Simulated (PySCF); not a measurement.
Spin-rotation constants: `C#CC(=C)[C@@H](C=C)OC`, C$_{8}$H$_{10}$O

Geometry:
| atom | x (Å) | y (Å) | z (Å) |
| --- | --- | --- | --- |
| C1 | 2.719 | 0.973 | 1.075 |
| C2 | 1.892 | 0.381 | 0.438 |
| C3 | 0.881 | -0.300 | -0.281 |
| C4 | 1.152 | -1.196 | -1.225 |
| C5 | -0.548 | 0.100 | 0.077 |
| C6 | -0.902 | 1.284 | -0.780 |
| C7 | -0.727 | 2.539 | -0.415 |
| O8 | -1.483 | -0.928 | -0.180 |
| C9 | -1.449 | -1.972 | 0.757 |
| H10 | 3.460 | 1.482 | 1.616 |
| H11 | 2.163 | -1.461 | -1.482 |
| H12 | 0.356 | -1.689 | -1.757 |
| H13 | -0.579 | 0.381 | 1.143 |
| H14 | -1.291 | 1.018 | -1.752 |
| H15 | -0.960 | 3.358 | -1.073 |
| H16 | -0.333 | 2.799 | 0.554 |
| H17 | -2.223 | -2.677 | 0.460 |
| H18 | -1.662 | -1.603 | 1.768 |
| H19 | -0.477 | -2.480 | 0.766 |

Method: PySCF 2.14.0, GIAO wB97X/cc-pVDZ magnetisability, rotational g tensor and spin-rotation constants, non-relativistic, gas phase. Geometry: GFN2-xTB.

(1) Give the nuclear spin-rotation constants along the inertial axes (H = +C I·J) beside the isotropic shieldings.

Answers

(1) Rotational constants 1.8849, 1.3974, 1.0073 GHz. A star marks the isotopologue with that one atom substituted, in its own axes.
| atom | isotope | Caa (kHz) | Cbb (kHz) | Ccc (kHz) | mean (kHz) | σ (ppm) |
| --- | --- | --- | --- | --- | --- | --- |
| H10 | 1H | 0.008 | -0.164 | -0.091 | -0.082 | 29.4 |
| H11 | 1H | -0.050 | -0.024 | -0.079 | -0.051 | 26.0 |
| H12 | 1H | 0.115 | -0.153 | -0.072 | -0.037 | 25.9 |
| H13 | 1H | -0.209 | -0.143 | 0.063 | -0.096 | 27.7 |
| H14 | 1H | -0.128 | -0.134 | 0.046 | -0.072 | 25.9 |
| H15 | 1H | -0.202 | 0.051 | -0.061 | -0.071 | 26.7 |
| H16 | 1H | -0.111 | -0.139 | 0.032 | -0.073 | 26.4 |
| H17 | 1H | 0.096 | -0.153 | -0.102 | -0.053 | 28.3 |
| H18 | 1H | -0.184 | -0.146 | 0.035 | -0.098 | 28.8 |
| H19 | 1H | -0.119 | 0.014 | -0.107 | -0.071 | 28.3 |
| C1 | 13C* | 0.252 | 0.376 | 0.241 | 0.290 | 119.8 |
| C2 | 13C* | 0.092 | 0.465 | 0.259 | 0.272 | 121.7 |
| C3 | 13C* | 0.807 | 0.318 | 0.235 | 0.453 | 67.4 |
| C4 | 13C* | 0.737 | 0.331 | 0.206 | 0.425 | 78.6 |
| C5 | 13C* | 0.369 | 0.344 | 0.231 | 0.315 | 114.3 |
| C6 | 13C* | 0.419 | 0.452 | 0.372 | 0.414 | 61.4 |
| C7 | 13C* | 0.336 | 0.416 | 0.316 | 0.356 | 88.0 |
| O8 | 17O* | -0.111 | -0.112 | -0.067 | -0.097 | 312.9 |
| C9 | 13C* | 0.364 | 0.223 | 0.165 | 0.251 | 147.2 |

For the geometry as given, no vibrational averaging.
